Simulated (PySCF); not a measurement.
Two-component Hartree-Fock for O⁺ (oxygen, charge +1)

Start: [He] 2s2 2p3; 2p3/2 filled at m_j = -1/2, +1/2, +3/2. Calculated with PySCF 2.14 in x2c-TZVPall-2c with one added diffuse shell each of s, p, d type (6s4p3d1f, 40 functions): generalised Hartree-Fock with the X2C-1e Hamiltonian and a Gaussian nucleus; one run each with spin-orbit coupling (SO) switched off, then screened by Boettger's factors. This is a chosen level, not necessarily the ground level.

```json
{"spinor shell": "1s1/2", "electrons": "2", "ε, spin-free (eV)": "-581.15", "ε, screened SO (eV)": "-581.15", "weight of nominal j (screened SO)": "1.000", "rms radius, screened SO (bohr)": "0.230"}
{"spinor shell": "2s1/2", "electrons": "2", "ε, spin-free (eV)": "-49.070", "ε, screened SO (eV)": "-49.070", "weight of nominal j (screened SO)": "1.000", "rms radius, screened SO (bohr)": "1.20"}
{"spinor shell": "2p3/2", "electrons": "3", "ε, spin-free (eV)": "-36.204", "ε, screened SO (eV)": "-36.204", "weight of nominal j (screened SO)": "0.665", "rms radius, screened SO (bohr)": "1.20"}
```

```tsv
quantity	spin-free	screened SO
E (hartree)	-74.42667	-74.42668
M_J	3/2	3/2
⟨J²⟩	3.755	3.755
⟨L²⟩	0.000	0.000
⟨S²⟩	3.755	3.755
```

Each row is a mean over spinors that exchange with the open shell spreads, by up to 14.689 eV (2s1/2).

Rows whose weight is well below 1 are mixtures of j = l ± 1/2: exchange outweighs spin-orbit coupling there, and the label is only the starting occupation.

Without spin-orbit coupling the j labels of p, d and f shells carry no meaning; the spin-free column gives the mean over the occupied spinors of each nl shell.
